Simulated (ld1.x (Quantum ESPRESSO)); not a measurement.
## osmium (Os), RRKJ: configuration errors across variants

ld1.x (Quantum ESPRESSO) 7.5 input, shortened:

```
&input
   title='Os', zed=76., rel=1, dft='PZ', iswitch=3,
   config='[Xe] 4f14 5d6 6s1 6p0'
 /
 &inputp
   pseudotype=2, tm=.false., rho0=0.005, lloc=1,
   nlcc=.true., rcore=2.15
 /
3
6S  1  0   1.00   0.00  2.60  2.60  0.0
5D  3  2   6.00   0.00  2.10  2.10  0.0
6P  2  1   0.00   0.00  3.10  3.10  0.0
 &test
   configts(1)='5d6 6s1 6p0'
 /
```

All-electron excitation energies from the reference (eV): (1) 5d6 6s2 6p0 -9.864; (2) 5d6 6s0 6p0 17.284; (3) 5d5 6s0 6p0 46.439; (4) 5d6 6s0 6p1 6.247; (5) 5d5 6s2 6p1 -3.715; (6) 5d7 6s0 6p0 -0.466; (7) 5d6 6s1 6p1 -4.720; (8) 5d6 6s1 6p0 spin -2.966; (9) 5d6 6s2 6p0 spin -11.884.

Spin tests fill each open shell by Hund’s rule, majority spin first.

1 further variants failed, have other tests or too few solved ones, and are left out.

Errors AE − PS in meV (a dash: test not solved or not reliable):

```tsv
change	(1)	(2)	(3)	(4)	(5)	(6)	(7)	(8)	(9)	bound ghosts
base	-1.6	-18	-192	-5.5	-96	-80	-0.1	+1327	+1193	none
wave 6s (bound): rc 2.60 bohr becomes 6s (bound): rc 2.20 bohr	-2.0	-19	-195	-6.2	-96	-80	-0.1	+1329	+1192	none
wave 6s (bound): rc 2.60 bohr becomes 6s (bound): rc 2.38 bohr	-2.2	-19	-190	-5.6	-100	-83	-0.1	+1327	+1192	none
wave 6s (bound): rc 2.60 bohr becomes 6s (bound): rc 3.16 bohr	0.0	-23	-255	-13	-53	-45	-0.3	+1342	+1190	none
wave 6s (bound): rc 2.60 bohr becomes 6s (bound): rc 3.54 bohr	-3.3	-39	-341	-26	-15	-11	-0.2	+1362	+1180	none
wave 6s (bound): rc 2.60 bohr becomes 6s (bound): rc 3.84 bohr	-7.4	-53	-399	-36	+4.1	+8.0	0.0	+1374	+1173	none
```

Task: Give the same row for: wave 6s (bound): rc 2.60 bohr becomes 6s (bound): rc 2.72 bohr.

Result: -1.0, -18, -198, -5.9, -90, -75, -0.2, +1329, +1193; bound ghosts: none.
